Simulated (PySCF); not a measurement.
## Manganese: a sound run and one with changed settings

Sound run: Mn⁺ [Ar] 3d5 4s1, Mn²⁺ [Ar] 3d5. All numbers are calculated (PySCF 2.14, no relativity, point nucleus, in pcseg-2 (6s4p3d2f1g, 56 functions)). The sound run starts from symmetry-adapted Hartree-Fock orbitals and uses a fine grid where one is needed.

Changed run: 6 angular points. This setting is unsound on purpose.

```tsv
species	method	sound run (hartree)	changed run (hartree)	converged
Mn⁺	UHF	-1149.62764	-1149.62764	yes
Mn⁺	MN15	-1150.85555	-1151.23130	yes
Mn⁺	BP86	-1150.88029	-1157.31805	yes
Mn²⁺	UHF	-1149.08695	-1149.08695	yes
Mn²⁺	MN15	-1150.29440	-1150.66177	yes
Mn²⁺	BP86	-1150.28584	-1156.57269	yes
```

Ionisation energy of Mn⁺:

```
method  sound run (eV)  changed run (eV)
   UHF          14.713            14.713
  MN15          15.270            15.498
```

A coarse angular grid integrates products of high-l functions wrongly, so density functionals can shift, and the SCF can exploit the error; Hartree-Fock and MP2 need no grid.

For comparison, NIST gives 15.640 eV between the lowest levels.
